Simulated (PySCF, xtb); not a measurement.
OSr, SMILES [O]=[Sr].

Harmonic wavenumbers (cm⁻¹) from GFN2-xTB run with xtb at its own minimum, in rising order: 467.

Question: What does PySCF 2.14.0 with PBE-D3(BJ)/def2-TZVPD give at its own minimum? (Estimate from the structure and the level; the computed values follow.)

Answer: 649. Paired by order, the mean absolute difference is 182 cm⁻¹ and the zero-point energies are 0.7 and 0.9 kcal/mol.
